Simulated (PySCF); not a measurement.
A structure optimised at PBE-D3(BJ)/def2-SVP, used in a PySCF frequency run:

```
B
Cl 1 1.7508
Br 1 1.9128 2 120.03
Br 1 1.9128 2 120.03 3 180.00
```
Charge 0, spin multiplicity 1.

Q: Write its SMILES, formula and point group.

A: ClB(Br)Br, BBr2Cl, C2v

Q: What are its rotational constants (standard atomic weights)?

A: 2.3507, 1.1531, 0.77360 GHz
